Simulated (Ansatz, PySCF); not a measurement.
Lewis adduct: BH3 (SMILES B) (first 4 atoms) with C2H6O (SMILES COC); geometry from B3LYP-D3(BJ)/def2-TZVP, rigid monomers moved along the line of their centres of mass till B1···O6 is 1.49 Å.
(charge 0, multiplicity 1):
```xyz
13

B      0.149     0.227     1.095
H      1.281     0.513     0.806
H     -0.686     1.020     0.750
H     -0.144    -0.931     0.901
C     -1.155     0.191     3.160
O      0.147     0.379     2.581
C      1.161    -0.409     3.225
H     -1.102     0.423     4.223
H     -1.484    -0.838     3.003
H     -1.823     0.877     2.649
H      1.172    -0.165     4.287
H      2.103    -0.141     2.759
H      0.957    -1.471     3.073
```

Monomers are frozen at their geometry in the pair; levels with a basis set take the counterpoise correction.

Cores are frozen in the correlated methods. Rows in 6-31G* carry no dispersion term and start afresh at each structure (6-31G* with six Cartesian d functions).

Run with Ansatz (Gaussian orbitals); PySCF for 6-31G* rows, the dispersion terms. Values without a source in brackets are computed.

Question: What is the computed interaction energy (CCSD/aug-cc-pVDZ)?

Answer: -88 kJ/mol

Question: Estimate the interaction energy that B3LYP-D4/def2-TZVPPD returns for this input.

Answer: -114 kJ/mol

Question: What is the computed interaction energy (B3LYP/6-31G*)?

Answer: -97 kJ/mol

Ansatz is a quantum-chemistry and plane-wave program.
